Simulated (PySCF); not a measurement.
Compound: C2H8OSi.
SMILES: `CC[SiH2]O`

Torsions of this conformer, `[CH3:1][CH2:2][SiH2:3][OH:4]`: C1–C2–Si3–O4 177°, H–O4–Si3–C2 60°.

The closed-shell ground state was solved at several levels (PySCF, density fitting, gas phase, non-relativistic). Geometry: PBE0-D3(BJ)/def2-SVP, one conformer, isolated molecule.

```
         level  basis functions  total energy (Eh)  HOMO (eV)  LUMO (eV)  gap (eV)  dipole (D)
 PBE0/pcSseg-1              115          -445.4516      -8.11       0.66      8.77        1.88
B3LYP/pcSseg-2              263          -445.9065      -7.92      -0.19      7.73        1.85
```

(1) What might CAM-B3LYP/def2-SVPD (151 basis functions) give for the same quantities?

(2) Over all these levels, which gives the widest orbital gap and which the narrowest?

(3) How far do the dipole and the HOMO energy spread over the levels?

Answers

(1) Total energy -445.5221 Eh, HOMO -9.54 eV, LUMO 0.82 eV, gap 10.36 eV, dipole 1.85 D.

(2) CAM-B3LYP/def2-SVPD (range-separated hybrid) has the widest, 10.36 eV, and B3LYP/pcSseg-2 (global hybrid, 20 % exact exchange) the narrowest, 7.73 eV. Functional and basis both differ between the two, so the spread mixes both effects.

(3) The dipole runs from 1.85 to 1.88 D (mean 1.86 D) and the HOMO from -9.54 to -7.92 eV.
